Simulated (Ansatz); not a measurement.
The same path of a periodic cell of 21 atoms, Be₁₆H₄C (surface Be(0001), adsorbate CH4) was run twice with different band settings.

Theory: DFT PBE, scalar-relativistic, plane waves, PAW (Ansatz). Settings: cutoff 420 eV, k mesh 4x4x1, fermi-dirac smearing 0.1 eV, no spin polarisation.

Relaxed end points:

```xyz
21
Lattice="4.5800 0.0000 0.0000 2.2900 3.9664 0.0000 0.0000 0.0000 16.3826" Properties=species:S:1:pos:R:3
Be 0.000 1.322 1.000
Be 2.290 1.322 1.000
Be 1.145 3.305 1.000
Be 3.435 3.305 1.000
Be 0.000 0.000 2.799
Be 2.290 0.000 2.799
Be 1.145 1.983 2.799
Be 3.435 1.983 2.799
Be 0.000 1.322 4.584
Be 2.290 1.322 4.585
Be 1.145 3.305 4.584
Be 3.435 3.305 4.584
Be 0.000 0.000 6.383
Be 2.290 -0.001 6.383
Be 1.145 1.984 6.384
Be 3.435 1.983 6.383
C 1.526 1.113 10.851
H 2.561 1.103 10.493
H 0.987 1.946 10.387
H 1.038 0.169 10.585
H 1.518 1.235 11.939
```

```xyz
21
Lattice="4.5800 0.0000 0.0000 2.2900 3.9664 0.0000 0.0000 0.0000 16.3826" Properties=species:S:1:pos:R:3
Be 0.000 1.322 1.000
Be 2.290 1.322 1.000
Be 1.145 3.305 1.000
Be 3.435 3.305 1.000
Be 0.000 0.000 2.799
Be 2.290 0.000 2.799
Be 1.145 1.983 2.799
Be 3.435 1.983 2.799
Be 0.000 1.322 4.585
Be 2.290 1.322 4.584
Be 1.145 3.305 4.584
Be 3.435 3.305 4.584
Be 0.000 -0.001 6.383
Be 2.290 0.000 6.383
Be 1.145 1.983 6.383
Be 3.435 1.984 6.384
C 3.816 1.113 10.851
H 4.851 1.103 10.493
H 3.277 1.946 10.387
H 3.328 0.169 10.585
H 3.808 1.235 11.939
```

Common settings: climbing image yes; spring 5.0 eV/Å²; optimiser quadratic models (default); end points relaxed; atoms held 1 to 4.

| run | movable images | start path | force threshold | iteration limit |
| --- | --- | --- | --- | --- |
| 1 | 7 | straight line | 0.03 eV/Å | 50 |
| 2 | 3 | default | 0.05 eV/Å | 10 |

Question: What does each run give, and how far can it be trusted?

Answer: Run 1: converged after 1 iterations, highest image 0.000 eV above the first end. The top lies less than 8 meV above the higher end, about what the thresholds resolve: that end is a shoulder or a very shallow well. By the program's own check the climbing image is of a kind that is not told: the force calls were inconclusive, a negative curvature could not be distinguished from the path's own, the only one lies far off the path, or fixed occupations may fill a level only in part (lowest curvatures found: 0.00 and 0.00 eV/Å²).
Run 2: converged after 1 iterations, highest image 0.000 eV above the first end. The top lies less than 8 meV above the higher end, about what the thresholds resolve: that end is a shoulder or a very shallow well. The order of the stationary point at the top wasn't checked.
Limits of this set-up: slab without dipole correction, no dispersion correction for a molecule that may bind weakly.
